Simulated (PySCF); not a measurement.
Species: C3H7NO2Si.
SMILES with atom numbers: `[CH3:1][C:2](=[O:3])[SiH2:4][NH:5][CH:6]=[O:7]` (hydrogens: H8, H9, H10 on C1; H11, H12 on Si4; H13 on N5; H14 on C6)

The calculation used TDDFT CAM-B3LYP/def2-SVPD, vertical, gas phase, core orbitals frozen in the response (PySCF 2.14.0, density-fitted response routines). Geometry: GFN2-xTB, one conformer, isolated molecule. Torsions of this conformer, `[CH3:1][C:2](=[O:3])[SiH2:4][NH:5][CH:6]=[O:7]`: C1–C2–Si4–N5 -179°, C2–Si4–N5–C6 179°, Si4–N5–C6–O7 0°.

Orbital energies (eV): HOMO-3 -11.71, HOMO-2 -9.63, HOMO-1 -9.48, HOMO -8.65, LUMO -0.23, LUMO+1 0.92, LUMO+2 1.09.

Lowest singlets, with some entries withheld (?).

| state | ν̃ (cm⁻¹) | f | main configurations (H = HOMO, L = LUMO) |
| --- | --- | --- | --- |
| S1 | 29370 | 0.0008 | H→L (95%) |
| S2 | 45780 | 0.0007 | ? |
| S3 | 52360 | 0.0092 | ? |
| S4 | 53020 | ? | H-2→L (95%) |
| S5 | 54990 | ? | ? |
| S6 | ? | 0.0000 | H-1→L (90%) |
| S7 | ? | ? | H-2→L+3 (60%), H-1→L+2 (19%) |
| S8 | 59390 | 0.0038 | H→L+3 (81%) |

**Question.** What stands in place of each question mark?

**Answer.** 
- S2: H-1→L+3 (83%)
- S3: H→L+1 (59%), H→L+2 (27%)
- S4: f = 0.012
- S5: f = 0.0011; H→L+2 (59%), H→L+1 (31%)
- S6: ν̃ = 56780 cm⁻¹
- S7: ν̃ = 59150 cm⁻¹; f = 0.057

**Question.** How far apart are S4 and S7, in eV and cm⁻¹?

**Answer.** 7.334 − 6.573 = 0.761 eV, or about 6140 cm⁻¹.

**Question.** Which level carries the most intensity, and what share of the listed sum of f?

**Answer.** S7, with f = 0.057 of 0.085, 67%.

**Question.** Where do the lowest triplets lie (Tamm–Dancoff)?

**Answer.** T1 2.99 eV, H→L (94%); T2 5.18 eV, H-1→L+3 (85%); T3 5.48 eV, H-2→L+3 (83%). E(S1) − E(T1) = +0.65 eV.

On one thread, Arm Neoverse N1 (aarch64), no GPU, shared host with 64 logical CPUs at a one-minute load of 57, this took 69 s wall and 0.92 GiB of memory at its peak.
